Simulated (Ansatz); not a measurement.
Mo3Se5 (the lowest singlet isomer of a short search), 8 atoms. Hardware: 6 threads of Intel Xeon on a shared host.

In the def2 sets Mo takes a core potential; there is no spin–orbit coupling. Correlated methods freeze 45 core orbitals; core or outer-core shells of Mo, Se are correlated, in sets that lack core-valence functions.

Q: How many basis functions does each of these Ansatz runs have, and roughly what does it cost? PBE-D4/def2-SVP, charge 0 singlet, energy, from earlier orbitals; PBE-D4/def2-TZVP, charge 0 singlet, energy and forces, from earlier orbitals; HF/STO-3G, charge 0 singlet, energy; B3LYP-D4/def2-TZVP, charge 0 singlet, energy, from earlier orbitals; PBE0-D4/def2-TZVP, charge 0 singlet, energy, from earlier orbitals; PBE-D4/def2-SVP, charge 0 singlet, relaxation, 26 steps; MP2/def2-SVP, charge 0 singlet, energy, from earlier orbitals; PBE0-D4/def2-SVP, charge 0 singlet, energy, from earlier orbitals; r2SCAN-D4/def2-TZVP, charge 0 singlet, energy, from earlier orbitals.

A: Other jobs shared the machine, so times can vary by a factor of up to 3.

```json
{"run": "PBE-D4/def2-SVP, charge 0 singlet, energy, from earlier orbitals", "functions": "253", "fitting or Cholesky vectors": "2639", "wall time": "9.5 s", "peak host memory (GiB)": "0.7"}
{"run": "PBE-D4/def2-TZVP, charge 0 singlet, energy and forces, from earlier orbitals", "functions": "360", "fitting or Cholesky vectors": "2859", "wall time": "20 s", "peak host memory (GiB)": "1.1"}
{"run": "PBE0-D4/def2-SVP, charge 0 singlet, energy, from earlier orbitals", "functions": "253", "fitting or Cholesky vectors": "2516", "wall time": "23 s", "peak host memory (GiB)": "1.4"}
{"run": "r2SCAN-D4/def2-TZVP, charge 0 singlet, energy, from earlier orbitals", "functions": "360", "fitting or Cholesky vectors": "2859", "wall time": "35 s", "peak host memory (GiB)": "1.2"}
{"run": "HF/STO-3G, charge 0 singlet, energy", "functions": "171", "fitting or Cholesky vectors": "1937", "wall time": "38 s", "peak host memory (GiB)": "1.5"}
{"run": "B3LYP-D4/def2-TZVP, charge 0 singlet, energy, from earlier orbitals", "functions": "360", "fitting or Cholesky vectors": "3158", "wall time": "49 s", "peak host memory (GiB)": "3"}
{"run": "PBE0-D4/def2-TZVP, charge 0 singlet, energy, from earlier orbitals", "functions": "360", "fitting or Cholesky vectors": "3194", "wall time": "54 s", "peak host memory (GiB)": "3.1"}
{"run": "MP2/def2-SVP, charge 0 singlet, energy, from earlier orbitals", "functions": "253", "fitting or Cholesky vectors": "2516", "wall time": "2.5 min", "peak host memory (GiB)": "2.4"}
{"run": "PBE-D4/def2-SVP, charge 0 singlet, relaxation, 26 steps", "functions": "253", "fitting or Cholesky vectors": "2639", "wall time": "6 min", "peak host memory (GiB)": "0.71"}
```
